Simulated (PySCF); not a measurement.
CF2, SMILES F[C]F (connectivity only; charge and spin as stated), charge +1, multiplicity 2. Atoms are numbered in the order given.

```xyz
3

F      0.0000    -1.0748    -0.1409
C      0.0000     0.0000     0.4228
F      0.0000     1.0748    -0.1409
```
Charge +1, spin multiplicity 2.

The structure is a stationary point at PBE0-D3(BJ)/def2-TZVP. The isomer is the one that the SMILES or the coordinates give; other isomers of the formula were not compared.

All values below come from PBE/pcH-1 (PySCF).

Unrestricted Kohn–Sham, ⟨S²⟩ = 0.753. Hyperfine tensors hold the contact and dipolar terms, without spin-orbit corrections.

### Question
Estimate the hyperfine couplings. (An estimate is asked for; the answer gives what the named calculation found.)

### Answer

```tsv
nucleus	A(iso) (MHz)	A(iso) (G)	dipolar principal values (MHz)
19F no. 1	453.7	161.9	-341.0, -255.6, 596.6
13C no. 2	1103.9	393.9	-62.0, -50.0, 112.0
19F no. 3	453.7	161.9	-341.0, -255.6, 596.6
```

### Question
And the g tensor (effective nuclear charges for spin-orbit coupling, GIAO)? (The exact figures need the calculation; the answer reports its results.)

### Answer
principal values 1.9942, 2.0012, 2.0043; isotropic 1.9999.
